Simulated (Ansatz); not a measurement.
## From Li to K: the HOMO–LUMO gap

One atom is swapped for its congeners: CH3LiS `[Li][S]C`; CH3NaS `C[S][Na]`; CH3KS `C[S][K]`. All are singlets with charge 0.

Shapes, held fixed at every level: PBE0-D4/def2-TZVP. Programs: Ansatz 0.2.0. Values in eV.

```json
{"level": "PBE-D4/def2-TZVPP", "CH3LiS": "2.23", "CH3NaS": "1.56", "CH3KS": "1.41"}
{"level": "r2SCAN-D4/def2-TZVPP", "CH3LiS": "3.15", "CH3NaS": "2.19", "CH3KS": "2.14"}
{"level": "B3LYP-D4/def2-TZVPP", "CH3LiS": "3.35", "CH3NaS": "2.65", "CH3KS": "2.47"}
{"level": "r2SCAN0-D4/def2-TZVPP", "CH3LiS": "4.42", "CH3NaS": "3.53", "CH3KS": "3.40"}
{"level": "wB97X-V/def2-TZVPP", "CH3LiS": "7.30", "CH3NaS": "6.57", "CH3KS": "6.27"}
{"level": "wB97M-V/def2-TZVPP", "CH3LiS": "6.56", "CH3NaS": "6.02", "CH3KS": "5.62"}
```

At wB97M-V/def2-TZVPP the HOMO–LUMO gap falls at every step, from 6.56 to 5.62 eV. Every level shows the same order. Orbital gaps aren't excitation energies, and the LUMO depends on the basis.
